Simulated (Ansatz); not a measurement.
`C=CB(Cl)CO`, relaxed with RKS PBE0-D4/def2-TZVP in Ansatz 0.2.0 from a PBE-D4/def2-SVP geometry. The force threshold is 0.005 eV/Å; the program also tests the step.

Total charge 0; spin multiplicity 1.

Start:

```xyz
12

C     1.850    1.139   -0.734
C     0.693    0.440   -0.674
B     0.108   -0.186    0.620
Cl    1.011   -0.093    2.153
C    -1.275   -0.950    0.639
O    -2.051   -0.867   -0.554
H     2.241    1.563   -1.675
H     2.453    1.309    0.175
H     0.116    0.288   -1.605
H    -1.032   -2.030    0.788
H    -1.861   -0.690    1.558
H    -2.253    0.076   -0.694
```

```csv
step,energy (eV),largest force (eV/Å),largest move (Å)
1,-18446.8415,0.714,0.000
2,-18446.8933,0.220,0.033
3,-18446.8968,0.119,0.030
4,-18446.8981,0.092,0.043
5,-18446.8998,0.049,0.017
6,-18446.9001,0.023,0.011
7,-18446.9002,0.011,0.010
8,-18446.9003,0.011,0.010
9,-18446.9003,0.007,0.005
10,-18446.9003,0.004,0.002
```

End:

```xyz
12

C     1.824    1.150   -0.716
C     0.697    0.435   -0.682
B     0.129   -0.220    0.592
Cl    1.054   -0.197    2.096
C    -1.266   -0.934    0.653
O    -2.046   -0.899   -0.531
H     2.194    1.605   -1.629
H     2.416    1.306    0.181
H     0.142    0.306   -1.609
H    -1.083   -1.995    0.870
H    -1.836   -0.575    1.525
H    -2.225    0.018   -0.750
```

It took 47 s on 4 threads of an Arm Neoverse V1 on a shared host, with 0.65 GiB of host memory at the peak.
